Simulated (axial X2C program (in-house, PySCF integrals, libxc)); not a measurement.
Bond lengths and stretching modes, held linear, of SRuS

Calculated with an in-house all-electron X2C program for linear molecules (integrals from PySCF): two-component X2C with atomic mean-field Coulomb and Gaunt terms, Gaussian nuclei, basis S dyall-av3z, Ru dyall-v3z with contracted cores. Spin-free rows use the one-electron spin-free X2C Hamiltonian.

Masses S 31.972, Ru 101.904, S 31.972 u. States: 2c Ω = 3 (beyond evenly filled blocks: ω = 1/2, ω = 5/2); spin-free M_S = 1, Λ = 2 (beyond evenly filled blocks: σα, δ+α, δ+β, δ-α).

B3LYP, 2c: energies above the lowest point

```tsv
r(S–Ru) (Å)	r(Ru–S) (Å)	E (meV)
2.0446	2.0446	127.95
2.0446	2.0970	58.75
2.0446	2.1494	57.88
2.0970	2.0446	58.75
2.0970	2.0970	0.00
2.0970	2.1494	8.59
2.0970	2.2018	66.24
2.1494	2.0446	57.88
2.1494	2.0970	8.59
2.1494	2.1494	26.48
2.2018	2.0970	66.24
2.2018	2.2018	170.92
```

**Question.** Fit a quadratic surface with cubic terms in each bond: where is the minimum, and what are the two stretching wavenumbers?

**Answer.** At B3LYP, 2c: bonds 2.113 and 2.113 Å; harmonic stretches 471.4 and 514.4 cm⁻¹; force constants 3.62, 3.62 and coupling 0.56 mdyn/Å.

The other levels and Hamiltonians give:

| Hamiltonian | level | r(S–Ru) (Å) | r(Ru–S) (Å) | lower stretch (cm⁻¹) | upper stretch (cm⁻¹) |
| --- | --- | --- | --- | --- | --- |
| spin-free | B3LYP | 2.112 | 2.112 | 472.2 | 513.9 |

Each state is one determinant, the lowest of a limited PBE0 search; the stretches come from a fit to these few points and carry an uncertainty of a few per cent. Other orders of the atoms were not compared. Left out for rough or failed fits: PBE0 2c, HF 2c, MP2 2c, PBE0 spin-free, HF spin-free, MP2 spin-free. The molecule was held linear; bending was not examined, so a bent shape may lie lower. Open-shell Ω = 0 determinants with evenly filled partner blocks cannot be reached by this program, so the Ω shown need not be the lowest component. Note: functional without a current term on a determinant with orbital currents, of the molecule or an atom. Note: several unpaired electrons, one determinant need not be a pure state.
